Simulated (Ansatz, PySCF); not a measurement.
Species: CH₇GeO₃ (charge +1, singlet). It need not be the lowest isomer of its formula. 
Geometry from a B3LYP-D3(BJ)/def2-TZVP (Ansatz, an electronic-structure program) optimisation:
```
Ge
O 1 1.7364
H 2 0.9669 1 116.61
O 1 1.7456 2 112.38 3 0.53
H 4 0.9656 1 118.26 2 -136.79
C 1 1.9181 2 116.41 3 -154.06
H 6 1.0881 1 109.74 2 -160.78
H 6 1.0892 7 110.50 1 -119.39
H 6 1.0896 7 110.20 8 -121.02
O 1 2.0257 2 97.25 3 96.35
H 10 0.9715 1 118.02 2 17.42
H 10 0.9721 11 109.35 1 133.86
```
Charge +1, spin multiplicity 1.

Total electronic energies in hartree. Correlated levels leave the core frozen unless marked. Spin-orbit coupling is left out. Frozen are the shells of the preceding noble gas and the d and f shells that filled before the atom's block. No relativistic terms. Basis-set limits of correlation are two-point, X^-3; Hartree-Fock from the larger set. The bracket is a focal-point correction in the basis named.

```tsv
level	program	energy (Eh)
HF/cc-pVTZ	Ansatz	-2341.90044
HF/cc-pVQZ	Ansatz	-2341.92636
HF-D3(BJ)/def2-TZVPD	PySCF + dftd3	-2341.93239
r2SCAN/def2-TZVPD	Ansatz	-2344.79793
PBE0-D3(BJ)/def2-TZVPD	Ansatz + dftd3	[?]
TPSSh-D4/def2-TZVPD	PySCF + dftd4	[?]
wB97X-V/def2-TZVPD	Ansatz	-2344.66279
SCS-MP2/cc-pVDZ	Ansatz	-2342.51534
RI-MP2/CBS(cc-pVTZ,cc-pVQZ)+[CCSD(T)-MP2]/cc-pVTZ	Ansatz	-2343.1403
```

Task: Complete the blanks.

Result: 
- PBE0-D3(BJ)/def2-TZVPD, energy (Eh): -2344.39535
- TPSSh-D4/def2-TZVPD, energy (Eh): -2344.91202
